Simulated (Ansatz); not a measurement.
`CO[SiH2]SC` at its PBE0-D4/def2-TZVP geometry, where that method's forces vanish. Total charge 0; spin multiplicity 1.

```tsv
atom	x (Å)	y (Å)	z (Å)
C1	0.4869	-2.4180	1.2551
O2	0.7798	-1.0598	1.0207
Si3	-0.0745	-0.1258	-0.0153
S4	0.8299	1.7868	0.0603
C5	-0.2760	2.5868	-1.1412
H6	1.2119	-2.8027	1.9737
H7	-0.5182	-2.5450	1.6732
H8	0.5618	-3.0094	0.3354
H9	-1.5102	-0.0488	0.3844
H10	-0.0303	-0.6775	-1.4012
H11	0.0590	3.6193	-1.2323
H12	-1.3093	2.5837	-0.7932
H13	-0.2107	2.1103	-2.1196
```

Task: For each bond, give half the difference of the two atoms' forces along it (eV/Å; positive pushes the atoms apart) under PBE-D4, r2SCAN-D4, B3LYP-D4, ωB97M-V in def2-TZVPP. (Estimate.)

Result: Ansatz gave: 
| bond | length (Å) | PBE-D4 | r2SCAN-D4 | B3LYP-D4 | ωB97M-V |
| --- | --- | --- | --- | --- | --- |
| C1–O2 | 1.409 | 0.23 | 0.31 | 0.29 | 0.28 |
| C1–H6 | 1.091 | 0.09 | -0.06 | -0.12 | -0.12 |
| C1–H7 | 1.096 | 0.08 | -0.06 | -0.08 | -0.11 |
| C1–H8 | 1.096 | 0.08 | -0.06 | -0.08 | -0.11 |
| O2–Si3 | 1.636 | 0.30 | -0.03 | 0.03 | 0.06 |
| Si3–S4 | 2.117 | 0.09 | 0.02 | 0.12 | 0.03 |
| Si3–H9 | 1.492 | 0.02 | -0.02 | -0.11 | -0.15 |
| Si3–H10 | 1.492 | 0.02 | -0.02 | -0.11 | -0.15 |
| S4–C5 | 1.818 | 0.17 | 0.19 | 0.29 | 0.15 |
| C5–H11 | 1.089 | 0.12 | -0.05 | -0.11 | -0.08 |
| C5–H12 | 1.090 | 0.10 | -0.04 | -0.08 | -0.07 |
| C5–H13 | 1.090 | 0.10 | -0.04 | -0.08 | -0.07 |

B3LYP here is the variant with VWN-RPA as its local correlation; programs differ in this.
